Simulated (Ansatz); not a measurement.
C2H5BO can be A, `OB1CC1`, or B, `BCC=O`.

Isolated molecules relaxed with PBE0-D4/def2-TZVP in Ansatz; ΔE leaves out vibrations. CCSD(T)/CBS is the MP2 limit (def2-TZVPP, def2-QZVPP) plus CCSD(T) − MP2 in def2-TZVPP, frozen cores. DFT in def2-TZVPP. Each species was taken in one conformer, which may not be the lowest.

Question: Which is lower in electronic energy at CCSD(T)/CBS, and by how much? (Estimate.)

Answer: Computed: A, by 26.9 kcal/mol.

Question: Give E(B) − E(A) in kcal/mol with CCSD(T)/def2-SVP, ωB97M-V, CCSD(T)/def2-TZVPP, BLYP-D4, HF/def2-TZVPP, CCSD/def2-TZVPP, B2PLYP. (Estimate.)

Answer: Ansatz gave: CCSD(T)/def2-SVP 24.7, ωB97M-V 28.1, CCSD(T)/def2-TZVPP 25.8, BLYP-D4 22.8, HF/def2-TZVPP 19.2, CCSD/def2-TZVPP 25.8, B2PLYP 25.5. None reverses the order clearly.

Question: Does the order hold for the free energy at 298.15 K (harmonic terms from PBE0-D4)? (An estimate is asked.)

Answer: The calculation gave: Yes: G(B) − G(A) = +23.2 kcal/mol, for one conformer each.

Largest T1 diagnostic: 0.014.

At CCSD(T), def2-SVP lies −2.2 kcal/mol from the extrapolated value and def2-TZVPP −1.1 kcal/mol. Leaving LDA and LC-ωPBE aside and taking each functional with its dispersion term where it has one, the values, not all of them listed here, spread over 7.0 kcal/mol, from BLYP-D4 to r2SCAN0-D4. LDA lies +7.1 kcal/mol from PBE without D4.
